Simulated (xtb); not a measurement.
xtb input (GFN1-xTB):

```bash
xtb mol.xyz --gfn 1 --sp --chrg 1 --uhf 0
```
mol.xyz:
```
4

Si    -0.96272697     0.01639356    -0.05969868
Cl     0.98761079    -0.01681728     0.06124173
H     -1.63462977     1.31893689    -0.08644145
H     -1.67657612    -1.26255284    -0.11888637
```

Output:

```
           -------------------------------------------------
          |                Calculation Setup                |
           -------------------------------------------------

           -------------------------------------------------
          |                 G F N 1 - x T B                 |
           -------------------------------------------------

        Reference                      10.1021/acs.jctc.7b00118
      * Hamiltonian:
        H0-scaling (s, p, d)           1.850000    2.250000    2.000000
        zeta-weighting                 0.000000
      * Dispersion:
        s8                             2.400000
        a1                             0.630000
        a2                             5.000000
        s9                             0.000000
      * Repulsion:
        kExp                           1.500000
        rExp                           1.000000
      * Coulomb:
        alpha                          2.000000
        third order                    atomic
        anisotropic                    false
      * Halogen bond correction:
        rad-scale                      1.300000
        damping                        0.440000

          ...................................................
          :                      SETUP                      :
          :.................................................:
          :  # basis functions                  24          :
          :  # atomic orbitals                  22          :
          :  # shells                           10          :
          :  # electrons                        12          :
          :  # halogen bonds                     0          :
          :  max. iterations                   250          :
          :  Hamiltonian                  GFN1-xTB          :
          :  restarted?                      false          :
          :  GBSA solvation                  false          :
          :  PC potential                    false          :
          :  electronic temp.          300.0000000     K    :
          :  accuracy                    1.0000000          :
          :  -> integral cutoff          0.2500000E+02      :
          :  -> integral neglect         0.1000000E-07      :
          :  -> SCF convergence          0.1000000E-05 Eh   :
          :  -> wf. convergence          0.2000000E-04 e    :
          :  Broyden damping             0.4000000          :
          :  net charge                          1          :
          :  unpaired electrons                  0          :
          ...................................................

 iter      E             dE          RMSdq      gap      omega  full diag
   1     -6.7730258 -0.677303E+01  0.627E+00    5.09       0.0  T
   2     -6.7920452 -0.190194E-01  0.305E+00    5.71       1.0  T
   3     -6.7906377  0.140755E-02  0.105E+00    5.12       1.0  T
   4     -6.7956662 -0.502853E-02  0.348E-01    5.27       1.0  T
   5     -6.7957794 -0.113176E-03  0.688E-02    5.28       1.0  T
   6     -6.7957735  0.585145E-05  0.325E-02    5.28       1.5  T
   7     -6.7957807 -0.713096E-05  0.121E-03    5.28      41.4  T
   8     -6.7957807 -0.666394E-08  0.163E-04    5.28     306.2  T
   9     -6.7957807 -0.271276E-10  0.251E-05    5.28    1992.3  T

   *** convergence criteria satisfied after 9 iterations ***

         #    Occupation            Energy/Eh            Energy/eV
      -------------------------------------------------------------
         1        2.0000           -1.1724468             -31.9039
         2        2.0000           -0.8600207             -23.4024
         3        2.0000           -0.7136421             -19.4192
         4        2.0000           -0.7100858             -19.3224
         5        2.0000           -0.7082638             -19.2728
         6        2.0000           -0.6912200             -18.8091 (HOMO)
         7                         -0.4970950             -13.5266 (LUMO)
         8                         -0.4840249             -13.1710
         9                         -0.4214094             -11.4671
        10                         -0.3798126             -10.3352
        11                         -0.3525499              -9.5934
       ...                                ...                  ...
        22                          1.0540892              28.6832
      -------------------------------------------------------------
                  HL-Gap            0.1941250 Eh            5.2824 eV
             Fermi-level           -0.5941575 Eh          -16.1678 eV

 SCC (total)                   0 d,  0 h,  0 min,  0.004 sec
 SCC setup                      ...        0 min,  0.000 sec (  2.618%)
 Dispersion                     ...        0 min,  0.000 sec (  1.189%)
 classical contributions        ...        0 min,  0.000 sec (  0.526%)
 integral evaluation            ...        0 min,  0.001 sec ( 24.149%)
 iterations                     ...        0 min,  0.002 sec ( 37.187%)
 molecular gradient             ...        0 min,  0.001 sec ( 30.180%)
 printout                       ...        0 min,  0.000 sec (  3.851%)

         :::::::::::::::::::::::::::::::::::::::::::::::::::::
         ::                     SUMMARY                     ::
         :::::::::::::::::::::::::::::::::::::::::::::::::::::
         :: total energy              -6.757910933226 Eh    ::
         :: gradient norm              0.015849521586 Eh/a0 ::
         :: HOMO-LUMO gap              5.282410247947 eV    ::
         ::.................................................::
         :: SCC energy                -6.795780670901 Eh    ::
         :: -> electrostatic           0.106115758349 Eh    ::
         :: repulsion energy           0.038803476369 Eh    ::
         :: dispersion energy         -0.000933738694 Eh    ::
         :: halogen bond corr.         0.000000000000 Eh    ::
         :: add. restraining           0.000000000000 Eh    ::
         :: total charge               1.000000000000 e     ::
         :::::::::::::::::::::::::::::::::::::::::::::::::::::

           -------------------------------------------------
          |                Property Printout                |
           -------------------------------------------------

    * Orbital Energies and Occupations

         #    Occupation            Energy/Eh            Energy/eV
      -------------------------------------------------------------
         1        2.0000           -1.1724468             -31.9039
         2        2.0000           -0.8600207             -23.4024
         3        2.0000           -0.7136421             -19.4192
         4        2.0000           -0.7100858             -19.3224
         5        2.0000           -0.7082638             -19.2728
         6        2.0000           -0.6912200             -18.8091 (HOMO)
         7                         -0.4970950             -13.5266 (LUMO)
         8                         -0.4840249             -13.1710
         9                         -0.4214094             -11.4671
        10                         -0.3798126             -10.3352
        11                         -0.3525499              -9.5934
        12                         -0.3204269              -8.7193
        13                         -0.2996042              -8.1526
        14                         -0.2937350              -7.9929
        15                         -0.2919477              -7.9443
        16                         -0.2763844              -7.5208
        17                         -0.2403341              -6.5398
       ...                                ...                  ...
        22                          1.0540892              28.6832
      -------------------------------------------------------------
Note: The following floating-point exceptions are signalling: IEEE_DENORMAL
normal termination of xtb
                  HL-Gap            0.1941250 Eh            5.2824 eV
             Fermi-level           -0.5941575 Eh          -16.1678 eV

  Mulliken/CM5 charges         n(s)   n(p)   n(d)
     1Si    0.61064  0.38911   1.409  1.288  0.692
     2Cl    0.25998  0.31296   1.869  4.880 -0.009
     3H     0.06469  0.14896   0.935  0.000  0.000
     4H     0.06469  0.14896   0.935  0.000  0.000

Wiberg/Mayer (AO) data.
largest (>0.10) Wiberg bond orders for each atom

 ---------------------------------------------------------------------------
     #   Z sym  total        # sym  WBO       # sym  WBO       # sym  WBO
 ---------------------------------------------------------------------------
     1  14 Si   3.645 --     2 Cl   1.889     3 H    0.878     4 H    0.878
     2  17 Cl   1.983 --     1 Si   1.889
     3   1 H    0.991 --     1 Si   0.878
     4   1 H    0.991 --     1 Si   0.878
 ---------------------------------------------------------------------------

Topologies differ in total number of bonds
Writing topology from bond orders to xtbtopo.mol

 dipole moment from electron density (au)
     X       Y       Z
  -1.6438   0.0280  -0.1019  total (Debye):    4.187

           -------------------------------------------------
          | TOTAL ENERGY               -6.757910933226 Eh   |
          | GRADIENT NORM               0.015849521586 Eh/α |
          | HOMO-LUMO GAP               5.282410247947 eV   |
           -------------------------------------------------

------------------------------------------------------------------------
------------------------------------------------------------------------
 total:
 SCF:
```
